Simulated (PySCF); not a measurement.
Run record: core-ionisation job, `[CH3][GeH2-]`.

Method: delta-SCF UKS SCAN, pcX-2 on the ionised atom, pcseg-1 elsewhere, spin-free X2C (PySCF 2.14.0). Geometry: PBE0-D3(BJ)/def2-SVP. A driver script takes a list of jobs; this job's settings line and coordinates (Å) are shown.

Input:
```
{"job": {"kind": "xps"}, "charge": -1, "multiplicity": 1}
C     -0.807914    -0.054047    -0.044914
Ge     1.146262    -0.114056    -0.710328
H     -1.385977     0.679419    -0.636202
H     -0.915637     0.213211     1.020641
H     -1.289148    -1.037578    -0.195897
H      1.566637     1.291187    -0.014522
H      1.691467    -0.973247     0.554697
```

Problem. Give the output.

Solution. 
```
ground state, core basis on atom 0 (C), 97 functions
  cycle   1  E = -2135.00078724  |g| = 4.57e-01
  cycle   2  E = -2134.93332207  |g| = 6.87e-01
  cycle   3  E = -2135.06796651  |g| = 7.58e-02
  cycle   4  E = -2135.07011394  |g| = 2.48e-02
  cycle   5  E = -2135.07032662  |g| = 4.26e-03
  cycle   6  E = -2135.07032665  |g| = 2.24e-03
  cycle   7  E = -2135.07032776  |g| = 5.00e-04
  cycle   8  E = -2135.07032949  |g| = 1.03e-04
  E(ground) = -2135.20207231 Eh
hole in C 1s of atom 0
  cycle   1  E = -2124.03497268  |g| = 1.50e+00
  cycle   2  E = -2123.30436823  |g| = 1.83e+00
  cycle   3  E = -2124.56934669  |g| = 3.24e-01
  cycle   4  E = -2124.61241621  |g| = 8.58e-02
  cycle   5  E = -2124.61649082  |g| = 2.21e-02
  cycle   6  E = -2124.61686356  |g| = 7.19e-03
  cycle   7  E = -2124.61691050  |g| = 2.51e-03
  cycle   8  E = -2124.61691501  |g| = 8.48e-04
  cycle   9  E = -2124.61691764  |g| = 3.41e-04
  E(ion) = -2124.74807380 Eh   <S^2> = 0.7705   hole on atom = 1.000   binding energy = 284.468 eV
```

Cycles run on a coarse grid; E(ground) and E(ion) are re-evaluated on a finer one, so they differ from the last cycle. Atoms in this output count from 0.

Problem. How does the 1s binding energy of C1 follow from the two total energies?

Solution. E(ion) − E(ground) = -2124.74807380 − (-2135.20207231) = 10.453999 Eh, times 27.211386 eV gives 284.47 eV.

Summary of the converged run: C1s of C1 284.47 eV.

Geometry: PBE0-D3(BJ)/def2-SVP; no solvent, vibrations or thermal averaging. The geometry's basis has no diffuse functions, a weakness for an anion.

The run took 3.4 s wall on one thread of an Arm Neoverse V1, on a shared host.
Labels such as C1 count atoms from 1, the log's own numbers from 0.
